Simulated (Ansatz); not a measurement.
This geometry of C2H7ISiSn (12 atoms, charge 0, multiplicity 1) is a first-order saddle point.

These are results of RKS B3LYP-D4/def2-SVP in Ansatz 0.2.0, not measurements.

```xyz
12
Properties=species:S:1:pos:R:3
C 1.429 0.843 -0.448
C 0.426 0.015 -0.846
Sn 0.518 -0.820 1.347
Si -1.338 0.006 -1.220
I -2.937 1.346 0.274
H 2.445 0.784 -0.886
H 1.342 1.648 0.315
H 2.093 -1.433 1.649
H 0.079 0.373 2.493
H -0.593 -2.086 1.076
H -1.498 0.636 -2.557
H -1.890 -1.368 -1.164
```

Problem. Which two structures does it join? (They come from a converged band through this point; their orientation in space is the band's.)

Solution. No bond is made or broken. The dihedral H6–C1–C2–Sn3 goes from -179 to 1°. The two ends are copies of one structure, up to a mirror image or an exchange of like atoms.

First end point:

```xyz
12
Properties=species:S:1:pos:R:3
C 1.403 0.809 -0.694
C 0.315 0.157 -0.247
Sn 0.348 -0.729 1.738
Si -1.191 0.019 -1.333
I -3.134 1.023 -0.155
H 1.431 1.292 -1.682
H 2.327 0.899 -0.109
H 2.006 -0.835 2.188
H -0.507 0.252 2.856
H -0.362 -2.293 1.679
H -1.001 0.749 -2.618
H -1.559 -1.399 -1.589
```

Last end point:

```xyz
12
Properties=species:S:1:pos:R:3
C 1.402 0.809 -0.693
C 0.315 0.156 -0.246
Sn 0.350 -0.730 1.738
Si -1.191 0.020 -1.333
I -3.136 1.025 -0.158
H 2.327 0.901 -0.109
H 1.429 1.293 -1.680
H 2.008 -0.834 2.187
H -0.505 0.250 2.857
H -0.359 -2.295 1.677
H -0.999 0.748 -2.618
H -1.563 -1.399 -1.587
```

Problem. How far does it lie above each of them?

Solution. 2.41 eV above the first and 2.41 eV above the second. This is the barrier of this one path; another mechanism may lie lower.

Time of the run: 5.8 min on 2 threads of AMD EPYC 9R45 96-Core Processor (Zen 5), on a shared host, peak memory 0.48 GiB.
